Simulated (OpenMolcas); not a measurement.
V3+: ligand-field states by method

V3+ with 6 ligands (ammonia) in trigonal antiprismatic coordination (S6) at 2.06 Å, a polar angle of 65.0° against the regular 54.74°. Ligand basis ANO-RCC-VDZP.
```
V     0.0000    0.0000    0.0000
N     0.0000    1.8674    0.8697
H    -0.9457    2.2138    1.0311
H     0.4729    1.8680    1.7735
H     0.4729    2.5596    0.2886
N    -1.6172   -0.9337    0.8697
H    -1.4443   -1.9259    1.0311
H    -2.4531   -0.8703    0.2886
H    -1.8541   -0.5245    1.7735
N     1.6172   -0.9337    0.8697
H     2.3900   -0.2879    1.0311
H     1.3813   -1.3435    1.7735
H     1.9802   -1.6893    0.2886
N     0.0000   -1.8674   -0.8697
H     0.9457   -2.2138   -1.0311
H    -0.4729   -1.8680   -1.7735
H    -0.4729   -2.5596   -0.2886
N     1.6172    0.9337   -0.8697
H     1.4443    1.9259   -1.0311
H     2.4531    0.8703   -0.2886
H     1.8541    0.5245   -1.7735
N    -1.6172    0.9337   -0.8697
H    -2.3900    0.2879   -1.0311
H    -1.3813    1.3435   -1.7735
H    -1.9802    1.6893   -0.2886
```

```
Program             : OpenMolcas
Basis               : ANO-RCC-VDZP [5s4p2d1f]
Scalar Hamiltonian  : DKH2, point nucleus
Active space        : 2 electrons in 5 orbitals (3d)
State averaging     : 2S+1 = 3 even, 10 roots; 2S+1 = 1 even, 15 roots
Spin-orbit coupling : state interaction with AMFI integrals over the reference wave functions
```

I. CASSCF
II. SS-CASPT2, IPEA 0.25 Eh, imaginary shift 0.1 Eh (closed shells correlated: 3s 3p and the ligand valence shells)

Spin-free states in cm-1, each column counted from its own energy of the first state listed:

```json
{"State": "2S+1 = 3", "Degeneracy": "1", "I": "0", "II": "0"}
{"State": "2S+1 = 3", "Degeneracy": "2", "I": "2088", "II": "1650"}
{"State": "2S+1 = 1", "Degeneracy": "2", "I": "14312", "II": "10500"}
{"State": "2S+1 = 1", "Degeneracy": "1", "I": "14709", "II": "11530"}
{"State": "2S+1 = 1", "Degeneracy": "2", "I": "14776", "II": "10930"}
{"State": "2S+1 = 3", "Degeneracy": "2", "I": "21890", "II": "23930"}
{"State": "2S+1 = 3", "Degeneracy": "1", "I": "22637", "II": "24160"}
{"State": "2S+1 = 1", "Degeneracy": "1", "I": "29684", "II": "23300"}
{"State": "2S+1 = 3", "Degeneracy": "2", "I": "32967", "II": "31730"}
{"State": "2S+1 = 3", "Degeneracy": "1", "I": "33865", "II": "33940"}
{"State": "2S+1 = 1", "Degeneracy": "2", "I": "36324", "II": "35470"}
{"State": "2S+1 = 1", "Degeneracy": "1", "I": "36754", "II": "34530"}
{"State": "2S+1 = 1", "Degeneracy": "2", "I": "39591", "II": "37670"}
{"State": "2S+1 = 1", "Degeneracy": "1", "I": "40323", "II": "38390"}
{"State": "2S+1 = 3", "Degeneracy": "1", "I": "47860", "II": "51700"}
{"State": "2S+1 = 1", "Degeneracy": "2", "I": "60349", "II": "62320"}
{"State": "2S+1 = 1", "Degeneracy": "1", "I": "77006", "II": "74240"}
```

From I to II, I's first state of the same spin (2S+1 = 3) moves from 2088 to 1650 cm-1, by about -440 cm-1.

From I to II, I's first state of another spin (2S+1 = 1) moves from 14312 to 10500 cm-1, by about -3800 cm-1.

χT at 300 K: I 0.97, II 0.96 cm3 K/mol.

Roots that are degenerate in the reference are averaged as groups; the widest CASPT2 spread within a group is 96 cm-1 (the 2-fold group of multiplicity 1 near 37700 cm-1 above the lowest state of its run, II). Shifts and gaps below about the spread of the groups concerned are not significant. Over all roots computed the reference weight is 0.69 to 0.70 in II; a low but even weight reflects the number of correlated electrons. The least metal-like active orbital is 84 % on the metal (Löwdin) and no ligand orbital is active, so the numbers are rough. Ligand-to-metal charge-transfer states are missing. With no ligand orbital active B as a rule stays too high, so bands that hang on it stand too high and its fall with covalency is understated. In this distorted geometry hydrogen atoms of neighbouring ligands come closer than 1.9 Å, so it is strained. Without dynamic correlation the repulsion within the d shell is too large (B by tens of per cent), so at a given field states of lower spin stand too high (holds for I). With metal d orbitals alone the field can be off either way by tens of per cent (holds for I). With one d shell and no ligand orbital active, 10Dq can be off by a tenth or more (holds for II). No measured value stands beside these numbers; the geometry is a model, was not optimised and need not be the one that this ion takes.

A state without a sure symmetry label is named by its multiplicity alone.
